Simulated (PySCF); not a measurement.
Gas-phase reaction: 2 Ti(NH2)4 + 3 Cl2 ⇌ 2 TiCl3NH2 + 6 NH2

Energies from PySCF, thermal terms from the rigid-rotor harmonic-oscillator model, ideal gas at 1 bar. † marks an energy on the PBE0/def2-TZVP geometry and frequencies; other levels use their own. MP2 and CCSD(T) freeze the core. 6-31G* has spherical d functions here. Open shells (unrestricted): NH2 (multiplicity 2); the rest are closed-shell singlets. B3LYP is the form with VWN-RPA correlation. Ti(NH2)4, TiCl3NH2: computed as isolated molecules; such fragments, hydroxides, amides, oligomers or adducts are transient or little studied in the gas. MP2 isn't extrapolated to the basis-set limit; its ΔH°(298 K) is 201.8 kJ in def2-SVP and 330.8 kJ in def2-TZVPP. CCSD(T) isn't extrapolated to the basis-set limit. The harmonic model lacks anharmonicity and excited electronic states, which grow with temperature; levels with a mode under 35 cm⁻¹ are left out. Soft modes under 120 cm⁻¹ make the harmonic entropy rough for TiCl3NH2. Warning, large T1 diagnostic: Ti(NH2)4, TiCl3NH2 (CCSD(T)/def2-SVP†).

```csv
level,"ΔE electronic, kJ","ΔH°(298 K), kJ","ΔS°(298 K), J/K","ΔG°(1200 K), kJ"
B3LYP/6-31G*,320,263,504,-319
B3LYP/def2-TZVP†,339,283,505,-301
CCSD(T)/def2-SVP†,226,170,505,-414
HF/def2-TZVP†,-160,-216,505,-800
M06-2X/def2-TZVP†,452,396,505,-188
MP2/def2-SVP†,259,202,505,-382
PBE/def2-TZVP†,434,377,505,-207
ωB97M-V/def2-TZVP†,422,365,505,-219
```
ΔH° is lowest at HF/def2-TZVP† and highest at M06-2X/def2-TZVP†. No reference value is set beside these.
